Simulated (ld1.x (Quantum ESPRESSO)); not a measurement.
# sulfur, TM semilocal: configuration errors across variants

ld1.x (Quantum ESPRESSO) 7.5 input, shortened:

```
&input
   title='S', zed=16., rel=0, dft='PZ', iswitch=3,
   config='[Ne] 3s2 3p4'
 /
 &inputp
   pseudotype=1, tm=.true., lloc=0,
   nlcc=.true., rcore=0.85
 /
2
3P  2  1   4.00   0.00  1.15  1.15  0.0
3S  1  0   2.00   0.00  1.10  1.10  0.0
 &test
   configts(1)='3s2 3p4'
 /
```

All-electron excitation energies from the reference (eV): (1) 3s2 3p3 11.876; (2) 3s2 3p2 34.262; (3) 3s2 3p1 68.428; (4) 3s2 3p4.3 -1.745; (5) 3s2 3p3.5 4.715; (6) 3s1 3p5 10.110; (7) 3s0 3p6 20.342; (8) 3s2 3p4 spin -0.706; (9) 3s2 3p3 spin 9.912.

Spin tests fill each open shell by Hund’s rule, majority spin first.

A semilocal file is local in each channel, so a ghost entry of none says nothing of the separable form that plane-wave codes build from it.

3 further variants failed, have other tests or another functional or relativity, and are left out.

A true bound ghost makes a file unfit for plane-wave use even where its test errors are small: the radial tests pick states by their node count and pass the ghost by.

Errors AE − PS in meV (a dash: test not solved or not reliable):

```tsv
change	(1)	(2)	(3)	(4)	(5)	(6)	(7)	(8)	(9)	bound ghosts
base	+5.2	+31	+92	+0.2	+1.0	+1.5	+6.2	+3.6	+13	none
all radii but the core radius scaled by about 1.25 (s 1.38, p 1.44 bohr)	+3.8	+25	+82	+0.1	+0.7	+0.6	+2.5	+9.2	+30	none
wave 3s (bound): rc 1.10 bohr becomes 3s (bound): rc 0.82 bohr	+11	+77	+275	+0.4	+2.0	-2.5	-24	+13	+71	s (extra level of the local part)
wave 3p (bound): rc 1.15 bohr becomes 3p (bound): rc 1.32 bohr	+4.5	+29	+95	+0.2	+0.9	-0.5	-2.5	+8.1	+27	none
core correction a·sin(br)/r model core inside 0.66 bohr	+5.2	+31	+90	+0.2	+1.0	+1.5	+5.9	+1.2	+5.3	none
wave 3p (bound): rc 1.15 bohr becomes 3p (bound): rc 0.84 bohr	+16	+88	+209	+0.8	+3.3	-1.4	-7.3	+27	+106	none
```

Problem. Give the same row for: core correction a·sin(br)/r model core inside 0.64 bohr.

Solution. +5.2, +31, +90, +0.2, +1.0, +1.5, +5.9, +1.1, +5.1; bound ghosts: none.
